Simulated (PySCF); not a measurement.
**Working out the ionisation energy of C⁺**

C⁺ [He] 2s2 2p1 (2P) → C²⁺ [He] 2s2 (1S). All numbers are calculated (PySCF 2.14, scalar relativity by spin-free X2C-1e, in x2c-QZVPPall (7s4p3d2f1g, 57 functions)). Frozen: nothing. Energies in hartree (1 hartree = 27.21139 eV):

```
             part  C⁺ (lower)  C²⁺ (upper)
              UHF  -37.311874   -36.423673
MP2 opposite-spin   -0.068886    -0.062967
    MP2 same-spin   -0.005120    -0.000810
```

Problem. What does Hartree-Fock give?

Solution. (-36.423673) − (-37.311874) = 0.888201 hartree = 24.169 eV.

Problem. What do MP2 and SCS-MP2 (6/5 opposite-spin, 1/3 same-spin) give?

Solution. The opposite-spin parts differ by 0.161 eV and the same-spin parts by 0.117 eV. MP2: 24.169 + (0.161) + (0.117) = 24.447 eV. SCS-MP2: 24.169 + 1.2 × (0.161) + (0.117)/3 = 24.401 eV.

Measured between the centres of the two terms (NIST): 24.378 eV, so MP2 (valence and next inner shell) is off by 0.069 eV.

What remains against the reference includes basis incompleteness and correlation beyond second order.
